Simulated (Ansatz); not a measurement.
One change: `C#[C][GaH][Cl]` becomes `C#[C][GaH][SH]`.

Ansatz, PBE0-D4/def2-TZVP geometries, multiplicity 1. Each molecule was computed in one conformer, which needn't be the lowest.

Scalar relativity is left out up to krypton.

| property | `C#[C][GaH][Cl]` |
| --- | --- |
| ideal-gas entropy at 298 K and 1 bar (rigid rotor, harmonic PBE0-D4/def2-TZVP) / J/(mol·K) | 326 |
| size of the dipole moment (PBE/def2-TZVPP) / D | 1.94 |
| HOMO energy (PBE0/def2-TZVPP) / eV | -8.49 |
| zero-point energy (PBE0-D4/def2-TZVP) / kJ/mol | 70.1 |
| HOMO energy (PBE/def2-TZVPP) / eV | -7.27 |
| LUMO energy (ωB97M-V/def2-TZVPP) / eV | -0.21 |

(1) Give the same properties after the change, and the shifts. (Estimate.)

Answers

(1) Computed: 
| property | `C#[C][GaH][SH]` | shift |
| --- | --- | --- |
| ideal-gas entropy at 298 K and 1 bar (rigid rotor, harmonic PBE0-D4/def2-TZVP) / J/(mol·K) | 333 | 7 |
| size of the dipole moment (PBE/def2-TZVPP) / D | 1.22 | -0.72 |
| HOMO energy (PBE0/def2-TZVPP) / eV | -7.74 | 0.75 |
| zero-point energy (PBE0-D4/def2-TZVP) / kJ/mol | 92.1 | 22.0 |
| HOMO energy (PBE/def2-TZVPP) / eV | -6.58 | 0.69 |
| LUMO energy (ωB97M-V/def2-TZVPP) / eV | 0.06 | 0.27 |

With PBE0 the HOMO rises by 0.75 eV and the LUMO rises by 0.28 eV, so the gap narrows by about 0.47 eV. PBE moves the HOMO by 0.69 eV and ωB97M-V by 0.84 eV. The zero-point energy changes by 22.0 kJ/mol with +3 modes. Dipoles are sizes alone; their direction can turn.
